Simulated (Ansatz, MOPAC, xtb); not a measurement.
Spectroscopic constants of SbO, multiplicity 2 (lowest of 2S+1 = 2, 4 at CCSD(T)/def2-TZVPP on PBE0 minima; our sources give no spin for the ground state, which may be another). No spin–orbit coupling.

Seven points along R, fitted to fifth degree in 1/R; most abundant isotopes. In def2 and cc sets the state is the lowest found near the PBE0 minimum, followed along R.

The values were computed with Ansatz (Gaussian orbitals); MOPAC for PM3 (differences of heats of formation); xtb for the GFN methods.  In def2 rows elements past Kr take small-core potentials, without spin–orbit coupling. The GFN methods have no spin term and hold the electronic entropy of 300 K.

```tsv
level	r_e (Å)	ω_e (cm⁻¹)	ω_e x_e (cm⁻¹)	α_e (cm⁻¹)	dipole (D)
PM3	1.863	989	18	0.0030	-
GFN1-xTB	1.824	777	1.4	0.0018	-
GFN2-xTB	1.770	751	2.2	0.0028	-
SVWN5/def2-TZVPP	1.817	847	3.4	0.0020	3.24
PBE/def2-TZVPP	1.837	815	3.4	0.0021	3.25
r2SCAN/def2-TZVPP	1.817	858	3.4	0.0020	3.33
B97M-V/def2-TZVPP	1.813	865	3.5	0.0020	3.39
B3LYP/def2-TZVPP	1.820	856	3.3	0.0020	3.57
CAM-B3LYP/def2-TZVPP	1.801	902	3.2	0.0019	3.71
wB97X-V/def2-TZVPP	1.797	919	3.1	0.0018	3.68
wB97M-V/def2-TZVPP	1.800	910	3.1	0.0019	3.70
B2PLYP/def2-TZVPP	1.837	797	4.1	0.0023	-
CCSD/def2-QZVPP	1.801	892	3.7	0.0020	-
CCSD(T)/def2-QZVPP	1.822	828	4.3	0.0023	-
```

Correlated levels freeze the inner cores; with def2 sets outer-core shells near the valence are correlated too. The state reached by PM3 isn't checked.

Ansatz is a first-principles code.
